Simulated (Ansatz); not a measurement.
Geometry optimisation, RKS PBE/def2-SVP in Ansatz 0.2.0.

Input:

```yaml
crystal:
  periodic: [false, false, false]
  atoms:
    - { symbol: Ti, position_ang: [-0.024511, 0.093913, 0.1141] }
    - { symbol: "N", position_ang: [-0.017154, 0.116854, 2.112151] }
    - { symbol: H, position_ang: [-0.896112, -0.057858, 2.618857] }
    - { symbol: H, position_ang: [0.626929, 0.710468, 2.649718] }
    - { symbol: Cl, position_ang: [2.006602, 0.37598, -0.639768] }
    - { symbol: Cl, position_ang: [-1.132291, 1.856973, -0.561507] }
    - { symbol: Cl, position_ang: [-1.168978, -1.630037, -0.574998] }
    - { symbol: Br, position_ang: [1.825656, -2.953395, 1.301151] }
    - { symbol: H, position_ang: [1.002859, -1.885098, 1.981497] }
basis:
  gaussian: { orbitals: def2-SVP }
hamiltonian:
  xc: pbe
relax:
  f_tol: 0.03
  max_steps: 50
output:
  orbitals: {}
```

Command:

```bash
$ ansatz run input.yaml --threads 4 --pin off --max-ram 5120MiB --backend cpu --events-out ev --progress --plain --runs-dir out
```

**Question.** Where does it end, and by what steps?

**Answer.** It converged. After 9 steps the energy has fallen by 0.277 eV; Br8 moved furthest, 1.02 Å.

| step | energy less start (eV) | largest force component (eV/Å) | accepted |
| --- | --- | --- | --- |
| 0 | 0.0000 | 1.974 | yes |
| 1 | -0.1761 | 0.591 | yes |
| 2 | -0.2267 | 0.291 | yes |
| 3 | -0.2500 | 0.372 | yes |
| 4 | -0.2641 | 0.229 | yes |
| 5 | -0.2680 | 0.111 | yes |
| 6 | -0.2727 | 0.127 | yes |
| 7 | -0.2742 | 0.170 | yes |
| 8 | -0.2767 | 0.034 | yes |
| 9 | -0.2769 | 0.017 | yes |

```xyz
9
Properties=species:S:1:pos:R:3
Ti -0.129 0.248 -0.016
N 0.084 -0.092 1.822
H -0.694 -0.425 2.408
H 0.753 0.440 2.398
Cl 1.878 0.480 -0.839
Cl -1.259 2.112 -0.250
Cl -1.271 -1.426 -0.827
Br 1.796 -2.970 2.319
H 1.065 -1.738 1.988
```

The run took 25 s on 4 threads of Arm Neoverse V2, with other jobs on the host, peak memory 0.26 GiB.
